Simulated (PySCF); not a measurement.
**PySCF run on NaGe**

Input:

```python
from pyscf import gto, scf, mp

mol = gto.M(
    atom='Na 0 0 0; Ge 0 0 2.735',
    basis='def2-svpd',
    charge=0,
    spin=3,
    symmetry=True,
    verbose=4,
)
mf = scf.UHF(mol)
mf.kernel()
mp.MP2(mf, frozen=10).kernel()
mf.dip_moment()
print('orbital energies (hartree):', [e[max(0, n-3):n+3].round(4) for e, n in zip(mf.mo_energy, mol.nelec)])
```

```bash
$ OMP_NUM_THREADS=1 python input.py
```

It prints (some set-up lines and the per-cycle HOMO/LUMO lines with their warnings removed):

```
PySCF version 2.14.0

[INPUT] verbose = 4
[INPUT] num. atoms = 2
[INPUT] num. electrons = 43
[INPUT] charge = 0
[INPUT] spin (= nelec alpha-beta = 2S) = 3
[INPUT] symmetry True subgroup None
[INPUT] Mole.unit = angstrom
[INPUT] Symbol           X                Y                Z      unit          X                Y                Z       unit  Magmom
[INPUT]  1 Na     0.000000000000   0.000000000000   0.000000000000 AA    0.000000000000   0.000000000000   0.000000000000 Bohr   0.0
[INPUT]  2 Ge     0.000000000000   0.000000000000   2.735000000000 AA    0.000000000000   0.000000000000   5.168400950685 Bohr   0.0

nuclear repulsion = 68.1061712043291
point group symmetry = Coov
symmetry origin: [0.         0.         3.84625187]
symmetry axis x: [1. 0. 0.]
symmetry axis y: [0. 1. 0.]
symmetry axis z: [0. 0. 1.]
num. orbitals of irrep A1 = 22
num. orbitals of irrep E1x = 12
num. orbitals of irrep E1y = 12
num. orbitals of irrep E2x = 5
num. orbitals of irrep E2y = 5
number of shells = 22
number of NR pGTOs = 116
number of NR cGTOs = 56
basis = def2-svpd
ecp = {}

******** <class 'pyscf.scf.uhf_symm.SymAdaptedUHF'> ********
method = SymAdaptedUHF
initial guess = minao
damping factor = 0
level_shift factor = 0
DIIS = <class 'pyscf.scf.diis.CDIIS'>
diis_start_cycle = 1
diis_space = 8
diis_damp = 0
SCF conv_tol = 1e-09
SCF conv_tol_grad = None
SCF max_cycles = 50
direct_scf = True
direct_scf_tol = 1e-13
number electrons alpha = 23  beta = 20
Freeze 0 electrons in irreps []
    43 free electrons in irreps A1 E1x E1y E2x E2y
Set gradient conv threshold to 3.16228e-05
init E= -2236.0178205176

cycle= 1 E= -2236.86864853969  delta_E= -0.851  |g|= 0.0929  |ddm|= 1.13
cycle= 2 E= -2236.8815445156  delta_E= -0.0129  |g|= 0.0542  |ddm|= 0.353
cycle= 3 E= -2236.8833942711  delta_E= -0.00185  |g|= 0.0185  |ddm|= 0.118
cycle= 4 E= -2236.8844020963  delta_E= -0.00101  |g|= 0.00692  |ddm|= 0.107
cycle= 5 E= -2236.88466017461  delta_E= -0.000258  |g|= 0.00385  |ddm|= 0.0403
cycle= 6 E= -2236.88477749703  delta_E= -0.000117  |g|= 0.00114  |ddm|= 0.0356
cycle= 7 E= -2236.88478576118  delta_E= -8.26e-06  |g|= 0.000218  |ddm|= 0.011
cycle= 8 E= -2236.88478594744  delta_E= -1.86e-07  |g|= 8.07e-05  |ddm|= 0.00121
cycle= 9 E= -2236.88478597481  delta_E= -2.74e-08  |g|= 3.84e-05  |ddm|= 0.00036
cycle= 10 E= -2236.88478598304  delta_E= -8.24e-09  |g|= 1.68e-05  |ddm|= 0.000216
cycle= 11 E= -2236.88478598486  delta_E= -1.82e-09  |g|= 6.26e-06  |ddm|= 0.000118
cycle= 12 E= -2236.8847859851  delta_E= -2.38e-10  |g|= 1.4e-06  |ddm|= 5.62e-05
Extra cycle  E= -2236.88478598511  delta_E= -6.37e-12  |g|= 8.39e-07  |ddm|= 4.79e-06
converged SCF energy = -2236.88478598511  <S^2> = 3.7536464  2S+1 = 4.0018228

******** <class 'pyscf.mp.ump2.UMP2'> ********
nocc = (np.int64(13), np.int64(10)), nmo = (46, 46)
frozen orbitals 10
E(UMP2) = -2237.07585647212  E_corr = -0.191070487012156
E(SCS-UMP2) = -2237.05622575012  E_corr = -0.171439765012987
E_corr(same-spin) = -0.0667440223864618
E_corr(oppo-spin) = -0.124326464625694
Dipole moment(X, Y, Z, Debye):  0.00000,  0.00000, -8.12626
orbital energies (hartree): [array([-0.2482, -0.2307, -0.2307, -0.013 ,  0.0357,  0.0357]), array([-1.545 , -1.545 , -0.3949, -0.0138,  0.0298,  0.0298])]
```

In short: E(SCF) = -2236.884786 Eh, 12 cycles, E(MP2) − E(SCF) = -0.19107 Eh, ⟨S²⟩ = 3.754, μz(SCF) = -8.13 D.

Run time: 1.2 s on 1 thread of Arm Neoverse V1 (shared host).

The bond length is a typed value, not an optimised one. No search for the lowest solution was made.
